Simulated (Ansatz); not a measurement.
Geometry optimisation, RKS r2SCAN-D4/def2-SVP in Ansatz.

input.yaml

```yaml
crystal:
  periodic: [false, false, false]
  atoms:
    - { symbol: W, position_ang: [-0.227527, -0.03433, 0.042282] }
    - { symbol: F, position_ang: [-0.611682, -0.635861, 1.793278] }
    - { symbol: H, position_ang: [0.788572, -0.234462, -1.293996] }
    - { symbol: Cl, position_ang: [0.809497, 1.929003, 0.277805] }
    - { symbol: H, position_ang: [-1.679363, 0.715263, -0.296262] }
    - { symbol: Cl, position_ang: [-0.70967, -2.218046, -0.553618] }
    - { symbol: H, position_ang: [-0.602154, 0.181828, -1.601497] }
    - { symbol: O, position_ang: [2.117924, -1.23176, 1.716499] }
    - { symbol: H, position_ang: [2.120745, -2.138189, 1.376842] }
    - { symbol: H, position_ang: [1.349856, -1.228246, 2.335866] }
basis:
  gaussian: { orbitals: def2-SVP }
hamiltonian:
  xc: r2scan
  dispersion: d4
relax:
  f_tol: 0.03
  max_steps: 50
output:
  orbitals: {}
```

Command:

```bash
$ ansatz run input.yaml --threads 4 --pin off --max-ram 5120MiB --backend cpu --events-out ev --progress --plain --runs-dir out
```

**Question.** Where does it end, and by what steps?

**Answer.** The forces met the threshold. After 9 steps the energy has fallen by 0.504 eV; O8 moved furthest, 0.59 Å. Joined: W1–O8 (3.12 → 2.32 Å).

```
step  energy less start (eV)  largest force component (eV/Å)  accepted
   0                  0.0000                           1.138       yes
   1                 -0.1381                           1.003       yes
   2                 -0.3009                           1.170       yes
   3                 -0.4398                           0.906       yes
   4                 -0.4714                           0.794       yes
   5                 -0.4847                           0.953       yes
   6                 -0.4997                           0.211       yes
   7                 -0.5022                           0.114       yes
   8                 -0.5034                           0.056       yes
   9                 -0.5037                           0.027       yes
```

```xyz
10
Properties=species:S:1:pos:R:3
W -0.096 -0.140 0.168
F -0.779 -0.561 1.948
H 1.002 -0.457 -1.094
Cl 0.855 1.898 0.300
H -1.550 0.608 -0.235
Cl -0.849 -2.224 -0.458
H -0.389 0.137 -1.470
O 1.658 -1.044 1.393
H 2.256 -1.719 1.042
H 1.248 -1.392 2.204
```

Whether the end is a true minimum wasn't checked by a vibrational analysis.

Time of the run: 42 s on 4 threads of Arm Neoverse V1, on a shared host, peak memory 0.22 GiB.
